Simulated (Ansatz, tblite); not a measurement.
Removing an electron: the cluster Si₂S₂⁻ (the lowest doublet isomer of a short search). Charge -1, multiplicity 2. Geometry: PBE0-D4/def2-TZVPD. Ansatz, gas phase; energy differences of separate SCF runs; the oxidised species is a singlet (the triplet lies 1.20 eV higher at PBE0-D4/def2-TZVPD).

```xyz
4

Si   -0.064    1.513    0.136
Si    0.064   -1.513   -0.136
S     1.508    0.023    0.449
S    -1.508   -0.023   -0.449
```

The xTB rows come from tblite. Correlated methods freeze 20 core orbitals. The structure comes from a short search, and lower isomers may exist.

(1) Estimate orbital energies and vertical ionisation energies at: GFN1-xTB; GFN2-xTB; PBE-D4/def2-TZVPD; r2SCAN-D4/def2-TZVPD; PBE0-D4/def2-TZVPD; MP2/def2-TZVPPD; CCSD/def2-TZVPPD; CCSD(T)/def2-TZVPPD.

Results:

(1) 
```
               level  −HOMO (eV)  vertical IE (eV)  −LUMO (eV)  HOMO–LUMO gap (eV)                                                                        remarks
            GFN1-xTB           –              4.46           –                   –                                                                              –
            GFN2-xTB           –              5.01           –                   –                                                                              –
   PBE-D4/def2-TZVPD       -0.58              1.80       -1.47                0.89          HOMO above zero (-1 doublet), restricted SCF unstable in HF (singlet)
r2SCAN-D4/def2-TZVPD       -0.32              1.93       -1.75                1.43          HOMO above zero (-1 doublet), restricted SCF unstable in HF (singlet)
  PBE0-D4/def2-TZVPD        0.14              1.78       -2.28                2.41                                        restricted SCF unstable in HF (singlet)
     MP2/def2-TZVPPD           –              1.62           –                   –  restricted SCF unstable (singlet), spin-contaminated (⟨S²⟩ 0.83) (-1 doublet)
    CCSD/def2-TZVPPD           –              1.45           –                   –  restricted SCF unstable (singlet), spin-contaminated (⟨S²⟩ 0.83) (-1 doublet)
 CCSD(T)/def2-TZVPPD           –              1.56           –                   –  restricted SCF unstable (singlet), spin-contaminated (⟨S²⟩ 0.83) (-1 doublet)
```

Run but left out: HF/def2-TZVPPD (neutral singlet: restricted singlet, unstable towards broken spin symmetry).  A HOMO above zero means that the electron is unbound at that level or that self-interaction error raises the level; the energy of removing that electron tells which. HOMO and LUMO are the levels of the spin that leaves or enters (xTB has no such levels and no spin-polarisation term). Other spin states of the ions may lie lower, which would lower the ionisation energy or raise the affinity. Raw xTB energy differences between charge states are shifted by several eV; the methods need an empirical correction for them.
